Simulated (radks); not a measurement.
Hg58+, configuration [Ar] 3d4 (the NIST ground configuration).

All-electron calculation, Dirac Kohn-Sham, LB94 model potential, spin-unpolarised, spherical densities, finite nucleus; open shells fill j = l - 1/2 first; Fermi nuclear charge, rms radius 5.4648 fm. Program: a radial shooting solver on a logarithmic mesh with Libxc functionals.

Energy parts (eV):
part                   energy
kinetic             526567.58
electron-nucleus  -1025265.79
Hartree              58950.00
(The LB94 potential has no energy functional, so no total or exchange-correlation energy is given.)

Orbitals (lengths in bohr, moments of r in powers of bohr):
\begin{tabular}{lrrr}
orbital & occ. & eigenvalue (eV) & <r^2> \\ \hline
1s1/2 & 2 & -87333.36 & 0.0003799 \\
2s1/2 & 2 & -18746.34 & 0.005653 \\
2p1/2 & 2 & -18191.83 & 0.003984 \\
2p3/2 & 4 & -16209.43 & 0.005134 \\
3s1/2 & 2 & -7078.305 & 0.03392 \\
3p1/2 & 2 & -6850.929 & 0.03045 \\
3p3/2 & 4 & -6360.291 & 0.03560 \\
3d3/2 & 4 & -6021.276 & 0.02631 \\
3d5/2 & 0 & -5910.399 & 0.02767 \\
\end{tabular}

The highest occupied level is 3d3/2 at -6021.3 eV. Summed over all electrons, <r^2> = 0.4170 bohr^2, which gives a Langevin (diamagnetic) susceptibility term of -0.33 x 10^-6 cm^3/mol. The electron density at the nucleus is 2.314e+06 e/bohr^3. For comparison, the ionisation energy in NIST's Atomic Spectra Database is 6041 eV (theoretical). In exact Kohn-Sham theory the highest level is minus the ionisation energy, but local and semilocal functionals leave it too shallow, through self-interaction and a potential that decays too fast; potentials with the right tail come closer. The density falls to 0.001 e/bohr^3 at r = 0.56 bohr.

Beside tabulated values, note that spin-unpolarised runs miss the spin-polarisation part of the exchange energy of open shells.
